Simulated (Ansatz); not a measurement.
Gas-phase reaction in SMILES: [O]=[Zr]=[O] -> [O]=[Zr]=[O] as doublet, charge +1 + e-

Quantity: adiabatic ionisation energy (0 K, with zero-point energies), in eV. Conventions: six Cartesian d functions in 6-31G* and its kin unless marked 5d; STO-3G and 3-21G all-electron and non-relativistic; UHF or UKS for open shells; LANL2DZ with its own core potentials from Na on; dispersion terms only where a functional's name holds one; valence correlation only (noble-gas shells and the d and f shells of earlier blocks); spin-orbit terms left out; def2 sets with scalar-relativistic core potentials past Kr. Ab initio and DFT rows: single points at B3LYP-D3(BJ) geometries (Ansatz, a first-principles code), with unscaled harmonic terms from B3LYP/6-31G* (LANL2DZ past Ar) (Ansatz) at its own minima. A UHF reference is markedly spin-contaminated in at least one set, which strains HF and MP2. The spin state of an ion or metal species was assumed, not searched.

```
level                              program  adiabatic ionisation energy (0 K, with zero-point energies) (eV)
---------------------------------  -------  ----------------------------------------------------------------
HF/3-21G                            Ansatz                                                              6.62
PBE/STO-3G                          Ansatz                                                              5.71
PBE/def2-SVP                        Ansatz                                                              8.76
B3LYP/STO-3G                        Ansatz                                                              5.60
B3LYP/3-21G                         Ansatz                                                              8.48
B3LYP/LANL2DZ                       Ansatz                                                              9.06
B3LYP/def2-SVP                      Ansatz                                                              8.85
B3LYP/6-31G* with LANL2DZ past Ar   Ansatz                                                              8.87
MP2/3-21G                           Ansatz                                                              9.58
PBE/def2-TZVPD                      Ansatz                                                              8.87
PBE0/def2-TZVPD                     Ansatz                                                              8.87
wB97X-V/def2-TZVPD                  Ansatz                                                              8.95
```

No value to compare with is used here. The 9 habitual levels span 5.60 (B3LYP/STO-3G) to 9.58 eV (MP2/3-21G); wB97X-V/def2-TZVPD gives 8.95.

The levels are drawn from those run, B3LYP/6-31G* more often than the rest, none by its result; left out are runs that failed, that the program found above a lower state of the same kind, or whose <S^2> lies over 0.5 above the pure value.
